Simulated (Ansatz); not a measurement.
C5H5Cl2FTi, SMILES `[F][Ti]1234([Cl])([Cl])[C@H]5[C@@H]1[C@@H]2[C@@H]3[C@H]54`, relaxed with RKS PBE0-D4/def2-TZVP in Ansatz 0.2.0 from a GFN2-xTB geometry. The force threshold is 0.005 eV/Å; the program also tests the step.

The species carries charge 0 and has multiplicity 1.

Start:

```xyz
14

F    -0.193   -0.966    2.335
Ti    0.668   -0.378    0.974
Cl    2.076   -1.971    0.694
Cl    1.974    1.030    1.930
C    -1.252    0.657    0.199
C    -0.135    1.356   -0.314
C     0.590    0.473   -1.150
C    -0.093   -0.768   -1.167
C    -1.227   -0.655   -0.329
H    -2.046    1.082    0.800
H     0.065    2.413   -0.184
H     1.426    0.744   -1.786
H     0.144   -1.613   -1.802
H    -1.997   -1.405   -0.199
```

**Question.** By how much does the energy fall, and how many steps does the optimiser take? (Estimate.)

**Answer.** The calculation gave: 0.40 eV, in 7 steps, 1 of them rejected.

**Question.** Which bonds change most? (Estimate.)

**Answer.** Ansatz gave: Ti2–Cl3 from 2.145 to 2.218 Å; Ti2–Cl4 from 2.145 to 2.218 Å; Ti2–C7 from 2.289 to 2.360 Å; Ti2–C6 from 2.305 to 2.356 Å.

**Question.** Give the relaxed structure. (An estimate is asked.)

**Answer.** Computed: 
```xyz
14

F    -0.327   -0.973    2.327
Ti    0.653   -0.383    0.985
Cl    2.054   -2.049    0.557
Cl    1.938    1.181    1.893
C    -1.266    0.671    0.160
C    -0.159    1.371   -0.362
C     0.555    0.493   -1.204
C    -0.119   -0.746   -1.211
C    -1.242   -0.637   -0.366
H    -1.971    1.048    0.886
H     0.123    2.383   -0.118
H     1.485    0.712   -1.707
H     0.200   -1.637   -1.729
H    -1.924   -1.434   -0.110
```
